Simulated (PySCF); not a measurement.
CH₉ClOSi₃, SMILES C[Si@@H](Cl)[SiH2][SiH2]O.

Coordinates come from a PBE0-D3(BJ)/def2-SVP optimisation. The structure was generated by enumeration; whether it is a known compound was not checked. Other conformers were not sampled.

Calculation: PySCF with r2SCAN/def2-TZVP.

Gas-phase values at a fixed geometry.

| Item | Value |
|---|---|
| total energy | -1447.44622 hartree |
| highest occupied level | -6.83 eV |
| lowest empty level | -1.11 eV |
| orbital gap | 5.71 eV |
| dipole moment | 0.62 D |
| quadrupole, principal values (traceless, Buckingham form, about the centre of nuclear charge) | -13.17, -4.52, 17.69 D·Å |
